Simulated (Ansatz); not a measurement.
A barrier at the coupled-cluster level

Start structure (AlN2H9O, singlet), relaxed at PBE0-D4/def2-TZVP:

| atom | x (Å) | y (Å) | z (Å) |
| --- | --- | --- | --- |
| Al1 | -1.1015 | 0.1874 | -1.2004 |
| O2 | 0.0330 | -1.1492 | -1.1837 |
| H3 | -0.5808 | 1.5210 | -1.9205 |
| H4 | -2.6373 | -0.2386 | -1.3855 |
| H5 | 0.0580 | 0.5083 | 1.0117 |
| N6 | -0.9293 | 0.7076 | 0.7372 |
| H7 | 1.4903 | -0.7779 | 0.1429 |
| N8 | 1.7912 | -0.2121 | 0.9405 |
| H9 | -0.1729 | -1.9483 | -1.6643 |
| H10 | -1.1228 | 1.6899 | 0.8983 |
| H11 | -1.5399 | 0.1673 | 1.3404 |
| H12 | 2.1572 | -0.8323 | 1.6517 |
| H13 | 2.5546 | 0.3770 | 0.6317 |

The step: AlH₃O ([OH][AlH2]) + NH₃ + NH₃ → AlNH₄ ([NH2][AlH2]) + H₂O + NH₃ (still joined by a long Al–O bond); bonds formed: O2–H7, H5–N8; bonds broken: H5–N6, H7–N8; bonds weakened to dative contacts: Al1–O2. Computed with Ansatz 0.2.0 (basis: def2-TZVPP and def2-QZVPP); correlated methods freeze the cores. Extrapolation: Hartree–Fock as exp(−7.88 √X), correlation as X^−2.97. Energies below are by CCSD(T) at an estimated basis limit (MP2 extrapolated from triple and quadruple zeta, plus CCSD(T) − MP2 in triple zeta).

Task: What are the electronic barrier and the energy of the step, from the start structure to the end structure? (To be estimated.)

Result: Computed: Barrier 18.81 kcal/mol; step energy 16.52 kcal/mol (uphill); reverse barrier, their difference, 2.29 kcal/mol. Barrier and step energy count from the start structure, the reverse barrier from the end structure.

The saddle point: One imaginary mode of 517i cm⁻¹.
```json
{"pair": "O2–H7", "start (Å)": "2.01", "saddle (Å)": "1.22", "end (Å)": "1.06"}
{"pair": "H5–N8", "start (Å)": "1.88", "saddle (Å)": "1.07", "end (Å)": "1.04"}
{"pair": "Al1–O2", "start (Å)": "1.75", "saddle (Å)": "1.87", "end (Å)": "1.93"}
{"pair": "H5–N6", "start (Å)": "1.04", "saddle (Å)": "1.77", "end (Å)": "1.99"}
{"pair": "H7–N8", "start (Å)": "1.02", "saddle (Å)": "1.26", "end (Å)": "1.52"}
```

Zero-point energy (harmonic, PBE0-D4): ZPE is 65.32 kcal/mol at the start and 62.49 kcal/mol at the saddle, so the barrier goes from 18.81 to 15.98 kcal/mol.

The T1 diagnostic stays at or below 0.010.

Labels in which every atom is bracketed show which atoms are joined, not bond orders.

For scale, one of the runs: CCSD(T)/def2-TZVPP, 261 basis functions, launched by `ansatz run in.yaml --threads 4 --pin off --events-out ev --progress --plain --max-ram 9574MiB`. Hardware: 4 CPU threads of an Arm Neoverse V2, shared host. Wall time 2.4 min; peak host memory 6.3 GiB.
